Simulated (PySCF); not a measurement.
C₃H₄, charge +1, doublet, at a GFN2-xTB geometry (a state made from the parent by changing its charge; the spin is typed, not shown lowest); PySCF with MN15/3-21G.

Here is a job for PySCF.
```python
from pyscf import gto, scf, dft

mol = gto.Mole()
mol.atom = '''
    C     1.298426   -0.000350   -0.000139
    C    -0.000000   -0.000000   -0.000000
    C    -1.298426    0.000350    0.000139
    H     1.890776   -0.734607   -0.542867
    H     1.891288    0.733588    0.542461
    H    -1.890815    0.888706   -0.210728
    H    -1.891249   -0.887687    0.211134
'''
mol.basis = '3-21g'
mol.charge = 1
mol.spin = 1
mol.verbose = 5
mol.build()

mf = dft.UKS(mol)
mf.xc = 'mn15'
mf.kernel()
```

The log (banner, timings and long lists left out):

```
PySCF version 2.14.0

[INPUT] verbose = 5
[INPUT] max_memory = 4000
[INPUT] num. atoms = 7
[INPUT] num. electrons = 21
[INPUT] charge = 1
[INPUT] spin (= nelec alpha-beta = 2S) = 1
[INPUT] symmetry False subgroup None
[INPUT] Mole.unit = angstrom
[INPUT] Symbol           X                Y                Z      unit          X                Y                Z       unit  Magmom
[...]
[INPUT] ---------------- BASIS SET ----------------
[INPUT] l, kappa, [nprim/nctr], expnt,             c_1 c_2 ...
[INPUT] H
[...]
                                0.824547          0.904691
[...]
[INPUT] C
[...]
                                25.9109           0.358794
                                5.53335           0.700713
[...]
                                0.770545          1.21584
[...]
                                0.770545          0.860619
[...]
nuclear repulsion = 59.3353430628111
number of shells = 23
number of NR pGTOs = 57
number of NR cGTOs = 35
basis = 3-21g
ecp = {}

******** <class 'pyscf.dft.uks.UKS'> ********
method = UKS
initial guess = minao
damping factor = 0
level_shift factor = 0
DIIS = <class 'pyscf.scf.diis.CDIIS'>
diis_start_cycle = 1
diis_space = 8
diis_damp = 0
SCF conv_tol = 1e-09
SCF conv_tol_grad = None
SCF max_cycles = 50
direct_scf = True
direct_scf_tol = 1e-13
number electrons alpha = 11  beta = 10
XC library pyscf.dft.libxc version 7.1.2
    S. Lehtola, C. Steigemann, M. J. T. Oliveira, and M. A. L. Marques,  SoftwareX 7, 1–5 (2018)
XC functionals = mn15
    H. S. Yu, X. He, S. L. Li, and D. G. Truhlar,  Chem. Sci. 7, 5032–5051 (2016)
    H. S. Yu, X. He, S. L. Li, and D. G. Truhlar,  Chem. Sci. 7, 5032–5051 (2016)
radial grids:
    Treutler-Ahlrichs [JCP 102, 346 (1995); DOI:10.1063/1.469408] (M4) radial grids

becke partition: Becke, JCP 88, 2547 (1988); DOI:10.1063/1.454033
pruning grids: <function nwchem_prune>
grids dens level: 3
symmetrized grids: False
atomic radii adjust function: <function treutler_atomic_radii_adjust>
small_rho_cutoff = 0
Set gradient conv threshold to 3.16228e-05
atom C rad-grids = 75, ang-grids = [ 50  50  50  50  50  50  50  50  50  50  50  50  50  50  50  50  50  50
  50  50  50  50  86  86  86  86  86  86  86  86  86  86 266 266 266 266
 266 266 302 302 302 302 302 302 302 302 302 302 302 302 302 302 302 302
 302 302 302 302 266 266 266 266 266 266 266 266 266 266 266 266 266 266
 266 266 266]
atom H rad-grids = 50, ang-grids = [ 50  50  50  50  50  50  50  50  50  50  50  50  50  50  50  86  86  86
[...]
  -0.55066617  -0.28740091  -0.18016668  -0.03433578  -0.01336882
   0.02591062   0.06304991   0.09429646   0.19554402   0.40399188
   0.44322572   0.45481378   0.52273335   0.56880223   0.61365093
   0.64473671   0.6965926    0.79353614   0.82425113   0.8323616
   0.98163617   1.04823633   1.05795558   1.36660799   1.4961607 ]
  beta  mo_energy =
[-10.27994916 -10.24543961 -10.24526925  -1.12105379  -1.02836212
  -0.83173946  -0.7812433   -0.76170589  -0.72883758  -0.61328047
  -0.39429105  -0.25712715  -0.1515551   -0.03075184  -0.01243655
   0.02643011   0.06868297   0.09882959   0.19677643   0.40437102
   0.46107088   0.48704942   0.5572528    0.57120602   0.60373365
   0.63565724   0.70511741   0.77347563   0.79769798   0.80709981
   0.9877774    1.03865071   1.0590831    1.37518344   1.50564287]
multiplicity <S^2> = 0.75741501  2S+1 = 2.0074013
nelec by numeric integration = [10.999999    9.99999833]
E1 = -265.41974837157926  E2 = 90.73638637102309  Ecoul = 107.70322470485574  Exc = -16.966838333832655
cycle= 10 E= -115.348018937745  delta_E= -4.67e-10  |g|= 2.94e-06  |ddm|= 6.13e-05
  alpha mo_energy =
[-10.2815748  -10.24817965 -10.24800705  -1.14286683  -1.0492954
  -0.84628499  -0.79243754  -0.77776098  -0.74601412  -0.63194067
  -0.5506661   -0.28740077  -0.18016641  -0.03433588  -0.01336895
   0.02591058   0.06304989   0.09429662   0.1955441    0.40399203
   0.44322588   0.45481402   0.5227334    0.56880246   0.61365092
   0.64473669   0.6965928    0.7935362    0.82425123   0.83236159
   0.98163625   1.0482365    1.05795566   1.36660806   1.49616081]
  beta  mo_energy =
[-10.2799489  -10.24543931 -10.24526882  -1.12105377  -1.02836201
  -0.83173941  -0.78124321  -0.76170579  -0.72883737  -0.61328053
  -0.39429086  -0.25712704  -0.151555    -0.03075167  -0.0124364
   0.02643028   0.06868312   0.09882974   0.19677655   0.40437113
   0.46107096   0.48704941   0.55725305   0.57120611   0.6037338
   0.63565729   0.70511746   0.77347566   0.79769822   0.80709982
   0.98777737   1.03865071   1.05908322   1.37518367   1.50564306]
multiplicity <S^2> = 0.75741533  2S+1 = 2.0074016
nelec by numeric integration = [10.999999    9.99999833]
E1 = -265.4197465927736  E2 = 90.73638459221634  Ecoul = 107.70322275819079  Exc = -16.966838165974448
Extra cycle  E= -115.348018937746  delta_E= -1.11e-12  |g|= 3.74e-06  |ddm|= 6.17e-06
converged SCF energy = -115.348018937746  <S^2> = 0.75741533  2S+1 = 2.0074016
```
